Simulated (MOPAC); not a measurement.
MOPAC input (PM6):

```
PM6 1SCF GEO-OK AUX(PRECISION=9) THREADS=1
C2H6F2Ge

C     1.71675700 1   -0.89629400 1   -0.20902100 1
Ge    0.00055500 1   -0.01928800 1   -0.00336500 1
C    -1.66193100 1   -1.00849800 1   -0.12330600 1
F     0.01210400 1    0.80911900 1    1.53628500 1
F    -0.07221200 1    1.27919300 1   -1.17193900 1
H     1.78474300 1   -1.35779900 1   -1.19355900 1
H     2.50709000 1   -0.15464900 1   -0.10489700 1
H     1.83923300 1   -1.66158700 1    0.55664800 1
H    -2.49340700 1   -0.32071100 1    0.02196200 1
H    -1.74894800 1   -1.47515000 1   -1.10391100 1
H    -1.69445800 1   -1.77893800 1    0.64629600 1
```

From the output:

```
                                                       MOPAC v23.2.5 Linux

          FINAL HEAT OF FORMATION =       -160.72533 KCAL/MOL =    -672.47479 KJ/MOL

          COSMO AREA              =        126.27 SQUARE ANGSTROMS
          COSMO VOLUME            =        115.11 CUBIC ANGSTROMS

          IONIZATION POTENTIAL    =         11.163462 EV
          HOMO LUMO ENERGIES (EV) =        -11.163  0.580
          NO. OF FILLED LEVELS    =         16
          MOLECULAR WEIGHT        =        140.6562         POINT GROUP:  C2v

          MOLECULAR DIMENSIONS (Angstroms)

            Atom       Atom       Distance
            H     9    H     7     5.00486
            H     6    F     4     3.48750
            F     5    H    11     3.44401

          SCF CALCULATIONS        =          1

   ATOM   CHEMICAL          X               Y               Z
  NUMBER   SYMBOL      (ANGSTROMS)     (ANGSTROMS)     (ANGSTROMS)

     1       C          1.71675700  *  -0.89629400  *  -0.20902100  *
     2      Ge          0.00055500  *  -0.01928800  *  -0.00336500  *
     3       C         -1.66193100  *  -1.00849800  *  -0.12330600  *
     4       F          0.01210400  *   0.80911900  *   1.53628500  *
     5       F         -0.07221200  *   1.27919300  *  -1.17193900  *
     6       H          1.78474300  *  -1.35779900  *  -1.19355900  *
     7       H          2.50709000  *  -0.15464900  *  -0.10489700  *
     8       H          1.83923300  *  -1.66158700  *   0.55664800  *
     9       H         -2.49340700  *  -0.32071100  *   0.02196200  *
    10       H         -1.74894800  *  -1.47515000  *  -1.10391100  *
    11       H         -1.69445800  *  -1.77893800  *   0.64629600  *

                             CARTESIAN COORDINATES

   1    C        1.716757000    -0.896294000    -0.209021000
   2   Ge        0.000555000    -0.019288000    -0.003365000
   3    C       -1.661931000    -1.008498000    -0.123306000
   4    F        0.012104000     0.809119000     1.536285000
   5    F       -0.072212000     1.279193000    -1.171939000
   6    H        1.784743000    -1.357799000    -1.193559000
   7    H        2.507090000    -0.154649000    -0.104897000
   8    H        1.839233000    -1.661587000     0.556648000
   9    H       -2.493407000    -0.320711000     0.021962000
  10    H       -1.748948000    -1.475150000    -1.103911000
  11    H       -1.694458000    -1.778938000     0.646296000

           Empirical Formula: C2 H6 Ge F2  =    11 atoms

      MOLECULAR POINT GROUP   :   C2v

                  EIGENVALUES
 -38.17337 -37.99795 -25.10465 -24.89663 -17.51975 -15.20299 -14.96932 -14.94620
 -14.36266 -14.27010 -14.21974 -14.20076 -14.14251 -13.07487 -12.21200 -11.16346
   0.57967   1.27121   1.45423   1.96240   5.33178   5.33749   5.41854   5.42269
   6.45591   6.51650

              NET ATOMIC CHARGES AND DIPOLE CONTRIBUTIONS

  ATOM NO.   TYPE          CHARGE      No. of ELECS.   s-Pop       p-Pop
    1          C          -0.752784        4.7528     1.10409     3.64869
    2         Ge           1.362356        2.6376     1.10020     1.53744
    3          C          -0.752784        4.7528     1.10409     3.64869
    4          F          -0.502396        7.5024     1.96399     5.53841
    5          F          -0.502396        7.5024     1.96399     5.53841
    6          H           0.187440        0.8126     0.81256
    7          H           0.199122        0.8009     0.80088
    8          H           0.187440        0.8126     0.81256
    9          H           0.199122        0.8009     0.80088
   10          H           0.187440        0.8126     0.81256
   11          H           0.187440        0.8126     0.81256
 DIPOLE           X         Y         Z       TOTAL
 POINT-CHG.     0.126    -4.381    -0.764     4.449
 HYBRID        -0.008     0.275     0.048     0.279
 SUM            0.118    -4.106    -0.716     4.170

          ATOMIC ORBITAL ELECTRON POPULATIONS

     Atom    s        px        py        pz
    1  C   1.10409   1.22965   1.21232   1.20672
    2 Ge   1.10020   0.63852   0.48243   0.41649
    3  C   1.10409   1.23047   1.21137   1.20685
    4  F   1.96399   1.98095   1.89325   1.66421
    5  F   1.96399   1.98030   1.76765   1.79045
    6  H   0.81256
    7  H   0.80088
    8  H   0.81256
    9  H   0.80088
   10  H   0.81256
   11  H   0.81256

 **********************
 *                    *
 * JOB ENDED NORMALLY *
 *                    *
 **********************

 == MOPAC DONE ==
```

The geometry given is a B3LYP-D3(BJ)/def2-TZVP minimum.
